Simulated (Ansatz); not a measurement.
```yaml
crystal:
  periodic: [false, false, false]
  atoms:
    - {symbol: F, position_ang: [0.477356, -1.643477, -0.368635]}
    - {symbol: C, position_ang: [-0.000425, -0.442779, -0.656707]}
    - {symbol: F, position_ang: [-1.243259, -0.560469, -1.097675]}
    - {symbol: F, position_ang: [0.744815, 0.097677, -1.612672]}
    - {symbol: C, position_ang: [0.044767, 0.472221, 0.595763]}
    - {symbol: F, position_ang: [-0.410270, 1.675948, 0.257136]}
    - {symbol: F, position_ang: [1.311155, 0.593300, 0.985996]}
    - {symbol: Cl, position_ang: [-0.924130, -0.192430, 1.896813]}
basis:
  gaussian: {orbitals: aug-pcseg-2, final_grid: {core_spheres: 1, valence_spheres: 1, degree: 5}}
hamiltonian: {xc: {name: r2SCAN}}
output: {forces: true}
```

```sh
$ ansatz run in.yaml --threads 2 --pin off --events-out ev --progress --plain --max-ram 32768MiB --backend cuda --devices 0, --max-vram 18GiB
```

Shortened log:

```
Functional definition: r2SCAN
1706 factors; their error is unknown
mean field evaluation 1: about -28178.3694 eV, gradient 4.6e1 eV
mean field evaluation 2: about -28175.3927 eV, gradient 6.5e1 eV
mean field evaluation 4: about -28181.0028 eV, gradient 2.0e0 eV
mean field evaluation 8: about -28130.8573 eV, gradient 5.1e1 eV
mean field evaluation 16: about -28135.1682 eV, gradient 9.2e-2 eV
a density is far from that of the atoms, so the factors are made again for it
2531 factors; integrals over basis functions are off by at most 8.6e-4 eV
mean field -28135.16797477 eV, -1033.9483523709 hartree, gradient 1.8e-5 eV, S^2 0.000000; 0 other end points of the search recorded, 0 dependent functions left out
reference -28135.16798053 eV, -1033.9483525827 hartree; 37, 37 occupied and 335, 335 virtual orbitals, 2531 factors
Total energy: -28135.16798053 eV, -1033.9483525827 hartree
Atom 0 at     0.477356    -1.643477    -0.368635 Å, force    -2.834896     5.486745    -0.540852 eV/Å
Atom 1 at    -0.000425    -0.442779    -0.656707 Å, force    -0.194964     4.360137     6.915183 eV/Å
Atom 2 at    -1.243259    -0.560469    -1.097675 Å, force     5.442828     0.279309     2.972224 eV/Å
Atom 3 at     0.744815     0.097677    -1.612672 Å, force    -1.633600    -0.651521     2.890748 eV/Å
Atom 4 at     0.044767     0.472221     0.595763 Å, force    -3.252483    -6.666750    -2.222760 eV/Å
Atom 5 at    -0.410270     1.675948     0.257136 Å, force     0.842884    -6.403392     1.467890 eV/Å
Atom 6 at     1.311155     0.593300     0.985996 Å, force    -6.131388    -2.017648    -1.484066 eV/Å
Atom 7 at    -0.924130    -0.192430     1.896813 Å, force     7.761619     5.613120    -9.998368 eV/Å
Dipole moment:    -0.078016    -0.070138     0.080371 e Å
```

In this input the integration grid is far too coarse. The run converged. The result belongs to that input, not to the molecule as meant.
